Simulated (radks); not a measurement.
Results of a calculation; reference values are marked as such.
All-electron atom: Te XI in [Kr] 4d6.

Level of theory: scalar-relativistic Kohn-Sham, SCAN, spin-unpolarised, spherical densities, finite nucleus; meta-GGA in the generalised Kohn-Sham scheme; Fermi nuclear charge, rms radius 4.7423 fm (a radial shooting solver on a logarithmic mesh with Libxc functionals).

Energy parts (hartree):
| part | energy |
|---|---|
| total | -6764.04541 |
| kinetic | 7088.77992 |
| electron-nucleus | -16078.24494 |
| Hartree | 2395.55157 |
| exchange-correlation | -170.13196 |

Orbitals (lengths in bohr, moments of r in powers of bohr; <r^-3> diverges for s and p1/2):
| orbital | occ. | eigenvalue (hartree) | <1/r> | <r^-3> |
|---|---|---|---|---|
| 1s | 2 | -1171.277 | 55.57 | - |
| 2s | 2 | -186.1077 | 12.74 | - |
| 2p | 6 | -167.6410 | 12.19 | 5397 |
| 3s | 2 | -42.67576 | 4.567 | - |
| 3p | 6 | -36.62045 | 4.339 | 1029 |
| 3d | 10 | -27.51873 | 4.098 | 141.4 |
| 4s | 2 | -12.50699 | 1.873 | - |
| 4p | 6 | -10.54536 | 1.739 | 212.6 |
| 4d | 6 | -7.61292 | 1.525 | 24.67 |

The highest occupied level is 4d at -207.16 eV. Summed over all electrons, <r^2> = 12.64 bohr^2, which gives a Langevin (diamagnetic) susceptibility term of -10 x 10^-6 cm^3/mol. For comparison, the ionisation energy in NIST's Atomic Spectra Database is 215 eV (theoretical). In exact Kohn-Sham theory the highest level is minus the ionisation energy, but local and semilocal functionals leave it too shallow, through self-interaction and a potential that decays too fast; potentials with the right tail come closer. The density falls to 0.001 e/bohr^3 at r = 2.11 bohr.

Beside tabulated values, note that spin-unpolarised runs miss the spin-polarisation part of the exchange energy of open shells.
